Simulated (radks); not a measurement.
Values are calculated unless marked as measured or tabulated.
Gd39+, configuration [Ar] 3d7. Level of theory: scalar-relativistic Kohn-Sham, LB94 model potential, spin-polarised, spherical densities, finite nucleus; open shells are filled with parallel spins first (spin-orbit coupling, left out, can overturn this in heavy ions); Fermi nuclear charge, rms radius 5.1569 fm (a radial shooting solver on a logarithmic mesh with Libxc functionals).

Normalised radial functions P(r) = r R(r), r in bohr:

```
   r/bohr * 3s up, o 3d up, + 3d down (the largest magnitude, 2.33, reaches the edge; | marks zero, & curves that meet)
 0.000784                             & *
 0.001088                             &  *
 0.001511                             &   *
 0.002097                             &    *
 0.002911                             &     *
 0.004042                             &      *
  0.00561                             &        *
 0.007788                             &         *
  0.01081                             &         *
  0.01501                             &       *
  0.02083                             |&   *
  0.02869                            *| &
  0.03983                    *        |   &
  0.05529              *              |       &
  0.07676               *             |            &
   0.1066                           * |                   &
   0.1479                             |               *         &
   0.2053                             |                        & *
    0.285                             |                 &    *
   0.3957                             |       & *
   0.5493                             | &
   0.7625                             &
```

3s up: eigenvalue -3569.2 eV, 2 radial nodes at r = 0.0269, 0.111 bohr, <r> = 0.236 bohr, 90 % of the charge inside 0.344 bohr. 3d up: eigenvalue -2946.8 eV, 0 radial nodes, <r> = 0.208 bohr, 90 % of the charge inside 0.321 bohr. 3d down: eigenvalue -2934.4 eV, 0 radial nodes, <r> = 0.208 bohr, 90 % of the charge inside 0.321 bohr.
